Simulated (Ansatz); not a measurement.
Relaxation of C2H10BFSi2 (16 atoms, charge 0, multiplicity 1), to a largest force component of 0.015 eV/Å in at most 40 steps.

Method: RKS LDA/def2-SVP (Ansatz 0.2.0).

```xyz
16
Properties=species:S:1:pos:R:3
C -0.889 -0.948 1.330
B -0.313 0.259 0.430
C -0.330 1.712 1.023
Si 0.838 1.967 2.466
Si 0.346 -0.008 -1.378
F 1.935 0.496 -1.505
H -0.320 -1.012 2.255
H -0.876 -1.840 0.747
H -1.984 -0.648 1.623
H -0.101 2.469 0.252
H -1.394 1.948 1.391
H 0.450 1.007 3.542
H 0.875 3.253 2.902
H 2.200 1.532 1.959
H -0.495 0.767 -2.303
H 0.216 -1.427 -1.766
```

Question: Where does it end, and by what steps?

Answer: The run converged. The force dipped under the threshold on the way, but the program's further checks kept it going. After 33 steps the energy has fallen by 0.842 eV; H16 moved furthest, 1.80 Å.

```json
{"step": "0", "energy less start (eV)": "0.0000", "largest force component (eV/Å)": "3.581", "accepted": "yes"}
{"step": "2", "energy less start (eV)": "-0.6147", "largest force component (eV/Å)": "0.278", "accepted": "yes"}
{"step": "4", "energy less start (eV)": "-0.6791", "largest force component (eV/Å)": "0.254", "accepted": "yes"}
{"step": "6", "energy less start (eV)": "-0.7385", "largest force component (eV/Å)": "0.231", "accepted": "yes"}
{"step": "8", "energy less start (eV)": "-0.7829", "largest force component (eV/Å)": "0.213", "accepted": "yes"}
{"step": "10", "energy less start (eV)": "-0.8028", "largest force component (eV/Å)": "0.276", "accepted": "yes"}
{"step": "12", "energy less start (eV)": "-0.8138", "largest force component (eV/Å)": "0.058", "accepted": "yes"}
{"step": "14", "energy less start (eV)": "-0.8162", "largest force component (eV/Å)": "0.064", "accepted": "yes"}
{"step": "16", "energy less start (eV)": "-0.8195", "largest force component (eV/Å)": "0.113", "accepted": "yes"}
{"step": "18", "energy less start (eV)": "-0.8232", "largest force component (eV/Å)": "0.054", "accepted": "yes"}
{"step": "20", "energy less start (eV)": "-0.8253", "largest force component (eV/Å)": "0.072", "accepted": "yes"}
{"step": "22", "energy less start (eV)": "-0.8287", "largest force component (eV/Å)": "0.119", "accepted": "yes"}
{"step": "24", "energy less start (eV)": "-0.8323", "largest force component (eV/Å)": "0.166", "accepted": "yes"}
{"step": "26", "energy less start (eV)": "-0.8363", "largest force component (eV/Å)": "0.196", "accepted": "yes"}
{"step": "28", "energy less start (eV)": "-0.8395", "largest force component (eV/Å)": "0.186", "accepted": "yes"}
{"step": "30", "energy less start (eV)": "-0.8420", "largest force component (eV/Å)": "0.021", "accepted": "yes"}
{"step": "32", "energy less start (eV)": "-0.8424", "largest force component (eV/Å)": "0.017", "accepted": "yes"}
{"step": "33", "energy less start (eV)": "-0.8424", "largest force component (eV/Å)": "0.005", "accepted": "yes"}
```

```xyz
16
Properties=species:S:1:pos:R:3
C -1.147 -0.928 1.311
B -0.515 0.291 0.577
C -0.719 1.743 1.038
Si 0.887 1.712 2.061
Si 0.695 0.178 -1.019
F 1.467 1.636 -1.020
H -0.514 -1.841 1.341
H -2.039 -1.206 0.696
H -1.530 -0.704 2.331
H -0.571 2.538 0.278
H -1.569 1.952 1.722
H 0.560 1.573 3.523
H 1.743 2.918 1.804
H 1.681 0.480 1.675
H -0.035 0.075 -2.340
H 1.764 -0.889 -1.009
```

Whether the end is a true minimum wasn't checked by a vibrational analysis.

The run took 51 s on 2 threads of AMD EPYC 9R14 (Zen 4) (shared host), peak memory 0.2 GiB.
